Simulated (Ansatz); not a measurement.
Basis-set extrapolation for CH2BF3O2S, SMILES `OB(O)SC(F)(F)F` (PBE0-D4/def2-TZVP geometry, frozen core, the Gaussian-basis code of Ansatz). Multiplicity 1, RHF reference.

```json
{"": "HF", "def2-TZVPP": "-909.673555", "def2-QZVPP": "-909.707180"}
{"": "MP2 correlation", "def2-TZVPP": "-1.640244", "def2-QZVPP": "-1.785162"}
{"": "CCSD(T) correlation", "def2-TZVPP": "-1.721049", "def2-QZVPP": "not run"}
```

Energies in hartree. Use E(X) = E(∞) + A·exp(−7.88·√X) for Hartree–Fock and E(X) = E(∞) + B·X^(−2.97) for correlation, with X = 3 and 4, and add CCSD(T) minus MP2 of the smaller set to the MP2 limit.

Problem. What is the CCSD(T) energy at the basis-set limit?

Solution. HF limit: -909.707180 + (-0.033625) × 0.13774 = -909.71181. MP2 limit: -1.785162 + (-0.144918) × 0.74074 = -1.89251. Higher-order term: -1.721049 − (-1.640244) = -0.08081. Total: -911.68513 hartree, 762.8 kJ/mol below CCSD(T)/def2-TZVPP.
